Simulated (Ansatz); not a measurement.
The cluster P₃Se: single points at one geometry.

```yaml
crystal:
  periodic: [false, false, false]
  atoms:
    - {symbol: P, position_ang: [-1.333730, -0.700204, -0.017952]}
    - {symbol: P, position_ang: [1.277563, 0.785232, -0.143817]}
    - {symbol: P, position_ang: [-0.781251, 1.374170, 0.008934]}
    - {symbol: Se, position_ang: [0.837418, -1.459208, 0.152835]}
basis:
  gaussian: {orbitals: def2-TZVP, initial_orbitals: start.molden}
magnetization: {spin_polarized: true, initial_magnetization: 1}
hamiltonian: {xc: {name: wB97X-V}}
scf: {omitted_lower_state_checks: [starts]}
output: {orbitals: {seedname: orbitals}}
```

The file start.molden holds the orbitals of an earlier run on this structure, at another level or in another basis.

```sh
$ ansatz run in.yaml --threads 4 --pin off --events-out ev --progress --plain --max-ram 3916MiB
```

Shortened log:

```
Functional definition: wB97X-V
1219 factors; their error is unknown
194 factors; integrals over basis functions are off by at most 5.7e-5 eV
mean field evaluation 1: about -93205.4312 eV, gradient 3.0e0 eV
mean field evaluation 2: about -93205.5337 eV, gradient 1.3e-1 eV
mean field evaluation 4: about -93205.8122 eV, gradient 2.3e-3 eV
mean field -93205.81219894 eV, -3425.2504211423 hartree, gradient 1.4e-5 eV, S^2 0.868061; 0 other end points of the search recorded, 0 dependent functions left out
reference -93205.81219763 eV, -3425.2504210943 hartree; 40, 39 occupied and 119, 120 virtual orbitals, 1219 factors
Total energy: -93205.81219763 eV, -3425.2504210943 hartree
Checks for a lower state left out: starts
```

Hardware: 4 threads of Arm Neoverse V2 on a shared host. Wall time 8.5 s, peak host memory 0.77 GiB.

The first input with `hamiltonian: {xc: pbe, dispersion: d4}`, `output: {forces: true, orbitals: {seedname: orbitals}}` (abridged; 2.4 s):

```
Functional definition: PBE
mean field -93194.64365684 eV, -3424.8399847907 hartree, gradient 1.5e-5 eV, S^2 0.770875
Total energy: -93194.90481300 eV, -3424.8495821025 hartree
Atom 0 force     0.334463     0.229402     0.008520 eV/Å
Atom 1 force    -0.366150    -0.169387     0.042304 eV/Å
Atom 2 force     0.166530    -0.294390    -0.016935 eV/Å
Atom 3 force    -0.134844     0.234375    -0.033890 eV/Å
Dipole moment:     0.041171    -0.069060     0.039161 e Å
Checks for a lower state left out: starts
```

As the first input, with `hamiltonian: {xc: r2scan, dispersion: d4}` (abridged; 5.5 s):

```
Functional definition: r2SCAN
mean field -93214.50587372 eV, -3425.5699077979 hartree, gradient 4.3e-5 eV, S^2 0.806918
Total energy: -93214.55581931 eV, -3425.5717432644 hartree
Checks for a lower state left out: starts
```

As the first input, with `hamiltonian: {xc: pbe0, dispersion: d4}` (abridged; 3.6 s):

```
Functional definition: PBE0
mean field -93198.63467861 eV, -3424.9866521356 hartree, gradient 2.6e-5 eV, S^2 0.820687
Total energy: -93198.85458829 eV, -3424.9947336670 hartree
Checks for a lower state left out: starts
```

First input, but with `correlation: {method: ccsd_t}`, `scf: {omitted_lower_state_checks: [starts, cluster_reference]}` and without the key `hamiltonian` (abridged; 68 s):

```
Functional definition: HF
mean field -93120.16905214 eV, -3422.1030935486 hartree, gradient 9.0e-6 eV, S^2 1.241186
24 core orbitals not correlated: weight in the atoms' cores, before any rotation towards them, 1.000 or more for the frozen orbitals, at most 0.000 for the correlated occupied ones
second order -17.36847341 eV of doubles, -0.00000000 eV of singles
cycle   1  -17.63886745 eV  change   -2.7e-1 eV  update   1.5e-1
cycle   2  -18.31769714 eV  change   -6.8e-1 eV  update   5.7e-2
cycle   3  -18.52982776 eV  change   -2.1e-1 eV  update   4.8e-2
cycle   4  -18.55591643 eV  change   -2.6e-2 eV  update   2.7e-2
cycle   5  -18.58234542 eV  change   -2.6e-2 eV  update   1.7e-2
cycle   6  -18.60048709 eV  change   -1.8e-2 eV  update   7.3e-3
cycle   7  -18.60160201 eV  change   -1.1e-3 eV  update   3.5e-3
cycle   8  -18.60496363 eV  change   -3.4e-3 eV  update   1.8e-3
cycle   9  -18.60566408 eV  change   -7.0e-4 eV  update   9.6e-4
cycle  10  -18.60474654 eV  change    9.2e-4 eV  update   6.3e-4
cycle  11  -18.60556059 eV  change   -8.1e-4 eV  update   4.5e-4
cycle  12  -18.60546528 eV  change    9.5e-5 eV  update   3.2e-4
cycle  13  -18.60556262 eV  change   -9.7e-5 eV  update   1.6e-4
cycle  14  -18.60547887 eV  change    8.4e-5 eV  update   8.6e-5
cycle  15  -18.60535651 eV  change    1.2e-4 eV  update   3.1e-5
cycle  16  -18.60537952 eV  change   -2.3e-5 eV  update   1.6e-5
perturbative correction -1.18625285 eV, -0.0435939882 hartree
Total energy: -93139.96068452 eV, -3422.8304226231 hartree
Checks for a lower state left out: starts, cluster_reference
```

The first input with `hamiltonian: {xc: {name: PBE-QIDH}}` and without the key `output` (abridged; 7 s):

```
Functional definition: PBE-QIDH
mean field -93175.69029683 eV, -3424.1434616571 hartree, gradient 7.8e-6 eV, S^2 1.037538
24 core orbitals not correlated: weight in the atoms' cores, before any rotation towards them, 1.000 or more for the frozen orbitals, at most 0.000 for the correlated occupied ones
second order -20.42532370 eV of doubles, -0.00000000 eV of singles
Total energy: -93182.49874802 eV, -3424.3936676237 hartree
Checks for a lower state left out: starts
```

Geometry: PBE-D4/def2-SVP.

Correlated methods freeze 24 core orbitals; core or outer-core shells of Se are correlated, in sets that lack core-valence functions. At CCSD(T)/def2-TZVP, PBE-QIDH/def2-TZVP the charge 0 doublet is spin-contaminated (final ⟨S²⟩ up to 1.24, 0.75 for a pure state). Another isomer (doublet) lies 0.44 eV lower at PBE0-D4/def2-TZVP; other spin states weren't run for this one.
